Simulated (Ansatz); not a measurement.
Species: CH$_{3}$Cd, charge 0, multiplicity 2. SMILES of the parent species: [CH3][Cd]

Atoms: Cd1, C2, H3, H4, H5. Bonds: Cd1-C2, C2-H3, C2-H4, C2-H5.

Bond lengths (Å) and angles (degrees) optimised at HF/STO-3G with Ansatz (an electronic-structure program); HF/3-21G with Ansatz; HF/6-31G* with LANL2DZ past Ar with Ansatz; B3LYP/LANL2DZ with Ansatz; B3LYP/6-31G* with LANL2DZ past Ar with Ansatz; MP2/6-31G* with LANL2DZ past Ar with Ansatz, each started from the B3LYP-D3(BJ)/def2-TZVP structure (Ansatz) of the last column. A row stands for all coordinates that are equal there. 6-31G* holds six Cartesian d functions. No wavenumbers were computed at HF/STO-3G, B3LYP/LANL2DZ, MP2/6-31G* with LANL2DZ past Ar, so these may be saddle points.

```tsv
coordinate	HF/STO-3G	HF/3-21G	HF/6-31G* with LANL2DZ past Ar	B3LYP/LANL2DZ	B3LYP/6-31G* with LANL2DZ past Ar	MP2/6-31G* with LANL2DZ past Ar	B3LYP-D3(BJ)/def2-TZVP
Cd1-C2	2.020	2.299	2.282	2.372	2.393	2.215	2.326
C2-H3	1.085	1.084	1.083	1.094	1.091	1.092	1.086
Cd1-C2-H3	112.5	108.9	108.5	105.7	106.3	109.2	105.7
H3-C2-H4	106.2	110.0	110.4	112.9	112.5	109.7	112.9
```

Mean signed difference of all 4 bond lengths from B3LYP-D3(BJ)/def2-TZVP: HF/STO-3G -0.077 Å, HF/3-21G -0.008 Å, HF/6-31G* with LANL2DZ past Ar -0.014 Å, B3LYP/LANL2DZ 0.017 Å, B3LYP/6-31G* with LANL2DZ past Ar 0.020 Å, MP2/6-31G* with LANL2DZ past Ar -0.024 Å.
